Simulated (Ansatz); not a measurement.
Compare A (`C=[N][GeH2][CH3]`) with its isomer B (`C[CH2][Ge][NH2]`).

Program: Ansatz. Geometries: PBE0-D4/def2-TZVP. ΔE: electronic, gas phase. CCSD(T)/CBS adds triple-zeta CCSD(T) − MP2 to the extrapolated MP2 energy (def2 sets, frozen cores). Functionals use def2-TZVPP. B3LYP here is the variant with VWN-RPA as its local correlation; programs differ in this. For Ge outer-core shells are correlated without core-valence functions, which leaves a few kJ/mol of doubt a bond. Scalar relativity is left out up to krypton. One conformer a species, not always the lowest.

(1) Which isomer does CCSD(T)/CBS put lower? Give the gap. (Estimate.)

(2) Give E(B) − E(A) in kcal/mol with ωB97M-V, MP2/def2-TZVPP, PBE0-D4, CCSD/def2-TZVPP, PBE-D4, CCSD(T)/def2-TZVPP, B3LYP-D4. (An estimate is asked.)

Largest T1 diagnostic: 0.013.

Answers

(1) Computed: B, by 17.7 kcal/mol.

(2) Computed: ωB97M-V -18.4, MP2/def2-TZVPP -14.6, PBE0-D4 -18.6, CCSD/def2-TZVPP -14.0, PBE-D4 -19.3, CCSD(T)/def2-TZVPP -13.7, B3LYP-D4 -18.4. None reverses the order clearly.

In def2-TZVPP, CCSD(T) changes the Hartree–Fock value by −2.8 kcal/mol (the triples alone add +0.3 kcal/mol) and MP2 by −3.8 kcal/mol.
